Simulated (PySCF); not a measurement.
H2BiF, singlet, at a GFN2-xTB geometry (such geometries of metal compounds can be far from the true shape) (core potentials on Bi); PBE0/def2-SVP, polarisability (PySCF).

Input for PySCF:
```python
from pyscf import gto, scf, dft
from pyscf.prop import polarizability

mol = gto.Mole()
mol.atom = '''
    Bi   -0.099294   -0.113480    0.133279
    H    -1.511638    0.206098   -0.881997
    H     0.296475   -1.454865   -0.949165
    F     1.050729    1.185293   -1.025666
'''
mol.basis = 'def2-svp'
mol.ecp = {'Bi': 'def2-svp'}
mol.charge = 0
mol.spin = 0
mol.verbose = 4
mol.build()

mf = dft.RKS(mol)
mf.xc = 'pbe0'
mf.kernel()
alpha = mf.Polarizability().polarizability()[2, 2]
print('alpha_zz =', alpha)
```

Question: Write the output that PySCF gives for this input, abridged.

Answer: 
```
site-packages/pyscf/prop/efg/rhf.py:45: UserWarning: Module EFG is under testing
  warnings.warn('Module EFG is under testing')
site-packages/pyscf/prop/efg/dhf.py:30: UserWarning: Module EFG is under testing
  warnings.warn('Module EFG is under testing')
site-packages/pyscf/prop/zfs/uhf.py:40: UserWarning: Module ZFS is under testing
  warnings.warn('Module ZFS is under testing')
site-packages/pyscf/prop/gtensor/uhf.py:43: UserWarning: Module g-tensor is under testing
  warnings.warn('Module g-tensor is under testing')
site-packages/pyscf/prop/gtensor/uks.py:41: UserWarning: Module g-tensor is under testing
  warnings.warn('Module g-tensor is under testing')
site-packages/pyscf/prop/hfc/uks.py:35: UserWarning: Module HFC is under testing
  warnings.warn('Module HFC is under testing')
site-packages/pyscf/prop/magnetizability/rhf.py:39: UserWarning: Module magnetizability is under testing
  warnings.warn('Module magnetizability is under testing')
site-packages/pyscf/prop/magnetizability/uhf.py:37: UserWarning: Module magnetizability is under testing
  warnings.warn('Module magnetizability is under testing')
site-packages/pyscf/prop/magnetizability/rks.py:37: UserWarning: Module magnetizability is under testing
  warnings.warn('Module magnetizability is under testing')
site-packages/pyscf/prop/magnetizability/uks.py:39: UserWarning: Module magnetizability is under testing
  warnings.warn('Module magnetizability is under testing')
site-packages/pyscf/prop/polarizability/uhf.py:34: UserWarning: Module polarizability is under testing
  warnings.warn('Module polarizability is under testing')
site-packages/pyscf/prop/polarizability/rks.py:29: UserWarning: Module polarizability is under testing
  warnings.warn('Module polarizability is under testing')
site-packages/pyscf/prop/polarizability/uks.py:29: UserWarning: Module polarizability is under testing
  warnings.warn('Module polarizability is under testing')
PySCF version 2.14.0

[INPUT] verbose = 4
[INPUT] num. atoms = 4
[INPUT] num. electrons = 34
[INPUT] charge = 0
[INPUT] spin (= nelec alpha-beta = 2S) = 0
[INPUT] symmetry False subgroup None
[INPUT] Mole.unit = angstrom
[INPUT] Symbol           X                Y                Z      unit          X                Y                Z       unit  Magmom
[...]
nuclear repulsion = 69.9524004706481
number of shells = 22
number of NR pGTOs = 99
number of NR cGTOs = 50
basis = def2-svp
ecp = {'Bi': 'def2-svp'}

******** <class 'pyscf.dft.rks.RKS'> ********
method = RKS
initial guess = minao
damping factor = 0
level_shift factor = 0
DIIS = <class 'pyscf.scf.diis.CDIIS'>
diis_start_cycle = 1
diis_space = 8
diis_damp = 0
SCF conv_tol = 1e-09
SCF conv_tol_grad = None
SCF max_cycles = 50
direct_scf = True
direct_scf_tol = 1e-13
XC library pyscf.dft.libxc version 7.1.2
    S. Lehtola, C. Steigemann, M. J. T. Oliveira, and M. A. L. Marques,  SoftwareX 7, 1–5 (2018)
XC functionals = pbe0
    C. Adamo and V. Barone,  J. Chem. Phys. 110, 6158 (1999)
    M. Ernzerhof and G. E. Scuseria,  J. Chem. Phys. 110, 5029 (1999)
radial grids:
    Treutler-Ahlrichs [JCP 102, 346 (1995); DOI:10.1063/1.469408] (M4) radial grids

becke partition: Becke, JCP 88, 2547 (1988); DOI:10.1063/1.454033
pruning grids: <function nwchem_prune>
grids dens level: 3
symmetrized grids: False
atomic radii adjust function: <function treutler_atomic_radii_adjust>
small_rho_cutoff = 0
Set gradient conv threshold to 3.16228e-05
Initial guess from minao.
tot grids = 57328
init E= -288.694710215463
[...]
cycle= 1 E= -314.634297745654  delta_E= -25.9  |g|= 1.78  |ddm|=   13
[...]
cycle= 2 E= -314.928963173649  delta_E= -0.295  |g|= 1.56  |ddm|= 6.37
[...]
cycle= 3 E= -315.47045227175  delta_E= -0.541  |g|= 0.194  |ddm|= 2.75
[...]
cycle= 4 E= -315.468767735018  delta_E= 0.00168  |g|= 0.211  |ddm|= 0.272
[...]
cycle= 5 E= -315.476653973394  delta_E= -0.00789  |g|= 0.0151  |ddm|= 0.165
[...]
cycle= 6 E= -315.476723318855  delta_E= -6.93e-05  |g|= 0.00171  |ddm|= 0.0223
[...]
cycle= 7 E= -315.476724504948  delta_E= -1.19e-06  |g|= 0.000367  |ddm|= 0.00294
[...]
cycle= 8 E= -315.476724547567  delta_E= -4.26e-08  |g|= 6.05e-05  |ddm|= 0.000554
[...]
cycle= 9 E= -315.476724548548  delta_E= -9.81e-10  |g|= 1.26e-05  |ddm|= 9.03e-05
[...]
Extra cycle  E= -315.476724548525  delta_E= 2.29e-11  |g|= 1.75e-05  |ddm|= 2.65e-05
converged SCF energy = -315.476724548525
Isotropic polarizability 37.4970279311
Polarizability anisotropy 0.393324647215
alpha_zz = 37.448094024914944
```
